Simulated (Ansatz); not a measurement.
Born–Oppenheimer molecular dynamics of CH9BOSi (13 atoms, charge 0, multiplicity 1). It starts at the highest image of a converged band, a first-order saddle point between two minima.

Level of theory: RKS B3LYP-D4/def2-SVP (Ansatz).

```yaml
ensemble: NVE (velocity Verlet)
time_step: 0.5 fs
steps_asked: 200
starting_velocities_drawn_for: 300 K
seed: 4295
```

First frame:

```xyz
13
Properties=species:S:1:pos:R:3
B -0.020 -0.198 0.001
H -0.092 0.024 1.342
H 1.006 0.328 -0.358
C -1.399 0.164 -0.689
H -2.277 -0.331 -0.241
H -1.577 1.252 -0.650
H -1.369 -0.107 -1.760
O 0.232 -1.768 0.258
Si -0.663 -3.114 -0.222
H 0.091 -4.318 0.216
H -2.008 -3.112 0.421
H -0.808 -3.102 -1.703
H 0.056 -1.001 1.201
```

(1) How far do the bonds stretch over the last three quarters of this one trajectory? (Pairs bonded in most of those frames.)

Answers

(1) 
| bond | mean (Å) | spread (Å) | shortest | longest |
| --- | --- | --- | --- | --- |
| B1–H3 | 1.221 | 0.041 | 1.16 | 1.29 |
| B1–C4 | 1.578 | 0.035 | 1.52 | 1.65 |
| B1–O8 | 1.359 | 0.041 | 1.29 | 1.43 |
| H2–H13 | 0.768 | 0.046 | 0.70 | 0.83 |
| C4–H5 | 1.104 | 0.013 | 1.08 | 1.13 |
| C4–H6 | 1.110 | 0.017 | 1.08 | 1.14 |
| C4–H7 | 1.109 | 0.016 | 1.08 | 1.14 |
| O8–Si9 | 1.681 | 0.018 | 1.65 | 1.71 |
| Si9–H10 | 1.498 | 0.067 | 1.40 | 1.59 |
| Si9–H11 | 1.493 | 0.012 | 1.47 | 1.51 |
| Si9–H12 | 1.490 | 0.014 | 1.47 | 1.51 |

Mean temperature of the second half: 1248 K. The conserved energy stayed within 0.24 meV per atom of its start (net change 0.1 meV per atom), so the integration is sound. The kinetic energy rose, since the run started high on the potential surface and went downhill. It ends in pieces (CH7BOSi + H2), so much of that is their flight and rotation, not heat. A run of 0.1 ps of so small a system gives no equilibrium averages. The orbitals stay closed-shell, which can raise the energy where a bond breaks towards radicals; this wasn't checked here.

Time of the run: 7.6 min on 2 threads of Arm Neoverse V2, with other jobs on the host, peak memory 0.21 GiB.
